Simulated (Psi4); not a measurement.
**BNH3Cl3 (SMILES [NH3+][B-](Cl)(Cl)Cl): name the method**

BNH3Cl3 has 8 atoms, charge 0, and is taken as a singlet. As SMILES, `[NH3+][B-](Cl)(Cl)Cl`. The shape was relaxed beforehand at PBE0/def2-TZVP.

```tsv
atom	x (Å)	y (Å)	z (Å)
N	-0.3293	-0.3710	0.6864
B	0.3325	0.3030	-0.6228
Cl	-0.6427	1.8187	-0.9218
Cl	0.1573	-0.9481	-1.9428
Cl	2.0688	0.6346	-0.1600
H	-0.2692	0.2726	1.4722
H	0.1655	-1.2293	0.9188
H	-1.3070	-0.5873	0.5056
```

Orbital energies are those of the mean-field step.

A calculation with Psi4 1.11 gave:

```
total energy  : -1460.6379 Eh
HOMO energy   : -11.36 eV
LUMO energy   : 1.82 eV
HOMO–LUMO gap : 13.18 eV
```

Question: Which of these levels gave the numbers?
A. B3LYP-D4/def2-TZVPP (density fitting)
B. MP2/def2-QZVPP (density fitting, density fitting for correlation)
C. wB97M-V/def2-TZVPP (density fitting)
D. CCSD(T)/def2-TZVPP (density fitting, density fitting for correlation)

Answer: B. The others give -1462.1454 Eh (wB97M-V/def2-TZVPP (density fitting)), -1460.6097 Eh (CCSD(T)/def2-TZVPP (density fitting, density fitting for correlation)), -1462.3030 Eh (B3LYP-D4/def2-TZVPP (density fitting)).
